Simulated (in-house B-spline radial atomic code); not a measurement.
Yb. Computed with a B-spline radial atomic code. Model: non-relativistic spherical atom: semilocal Troullier-Martins pseudo-atom, one channel per l, against all electrons, high spin, G0W0 and RPA with empty states to l = 8, local potential for every l without a channel, a model core (radius 0 = none) keeps its share of the functional.

Without relativity these are model numbers for so heavy an element.

What the tables leave out is listed at the end.

The pseudopotential gives back the lowest level of each angular momentum of its own functional in the configuration it was made in; a second state of the same l is only approximately right. Exact exchange, RPA and GW see the smooth pseudo-orbitals and miss the exchange with the core, for which the functional's share stands in. The column with an uncorrelated core keeps all orbitals and exact exchange, and so separates missing core correlation from pseudisation. Only the three outermost levels and the lowest empty one were computed. RPA here is direct RPA, with no exchange kernel, and its energies carry an (l + 1/2)⁻⁴ tail. A hybrid on a potential with a model core restores only its own semilocal share of the core's exchange.

Command:
```bash
python run_psgw.py task.json out
```
Settings (lengths in bohr, energies in hartree):
```
Z                      70
electrons              70
configuration          [Xe] 4f14 6s2
generated_in           [Xe] 4f14 6s2
functional             pbe,pbe
core_shells            10
radius_factor          0.8
core_correction        True
ion_configuration      [Xe] 4f14 6s1
```

Run time, properties included: 120 s on 1 thread of Arm Neoverse N1, with other jobs on the host.

Given: made with PBE; model core radius 0.706 bohr; local radius 1.296 bohr; mean-field start PBE.

Valence shells of the generating configuration: 5p, 4f, 6s.

Channel: s 2.862, p 1.02, d 1.573, f 1.291 (radii in bohr).

Computed: largest level miss in the spin-unpolarised generating configuration 0.001 eV; valence RPA correlation energy pseudo -2.5319 hartree; all-electron RPA polarisability, core included 126.32 bohr³; pseudo-atom RPA polarisability 126.52 bohr³; ionisation by mean-field all-electron 5.8302 eV; ionisation by mean-field pseudo minus all -0.004 eV; ionisation by RPA pseudo minus all 0.215 eV.

```
level  occupied  mean-field all-electron (eV)  mean-field pseudo minus all (eV)  G0W0 all-electron (eV)  G0W0 uncorrelated core minus all (eV)  G0W0 pseudo minus all (eV)  exchange self-energy all-electron (eV)  exchange self-energy pseudo (eV)
   6s         1                       -3.6045                                 0                 -5.8568                                 -0.006                      -0.187                                 -7.1234                           -6.9249
```

Task: What is the valence RPA correlation energy all-electron orbitals?

Result: -1.7513 hartree.

Task: What is the ionisation by RPA all-electron?

Result: 6.2344 eV.

Given: mean-field start PBE0.

Computed: valence RPA correlation energy pseudo -2.457 hartree; all-electron RPA polarisability, core included 111.13 bohr³; pseudo-atom RPA polarisability 103.02 bohr³; ionisation by mean-field all-electron 5.7106 eV; ionisation by mean-field pseudo minus all 0.128 eV; ionisation by RPA all-electron 6.0409 eV.

| level | occupied | mean-field all-electron (eV) | mean-field pseudo minus all (eV) | G0W0 all-electron (eV) | G0W0 uncorrelated core minus all (eV) | G0W0 pseudo minus all (eV) | exchange self-energy all-electron (eV) | exchange self-energy pseudo (eV) |
| --- | --- | --- | --- | --- | --- | --- | --- | --- |
| 6s | 1 | -4.1145 | -0.091 | -5.9402 | -0.005 | -0.227 | -6.9687 | -7.1296 |
| 6p (empty) | 0 | -0.92121 | 0.086 | -0.16275 | -0.002 | 0.079 | -1.4264 | -1.1716 |

Task: What is the valence RPA correlation energy all-electron orbitals?

Result: -1.6482 hartree.

Task: What is the ionisation by RPA pseudo minus all?

Result: 0.22 eV.

Among the listed levels the largest G0W0 shift of the pseudo-atom is -0.23 eV, for 6s on the PBE0 start, while leaving the core uncorrelated moves that level by -0.01 eV. So pseudisation and the lost core exchange, not the missing core correlation, make the error. Not in the tables (levels of low weight, unsolved or above zero; the highest and the empty levels are kept at any weight): on PBE the G0W0 levels 4f (pseudo minus all +7.75 eV, weights 0.77 and 0.11), 5p (pseudo minus all +0.65 eV, weights 0.00 and 0.07), 5d (pseudo minus all +0.01 eV, weights 0.51 and 0.54); on PBE0 the G0W0 levels 4f (pseudo minus all +10.78 eV, weights 0.81 and 0.05), 5p (pseudo minus all +0.49 eV, weights 0.60 and 0.49); no Hartree-Fock pseudo-atom is run with a model core.
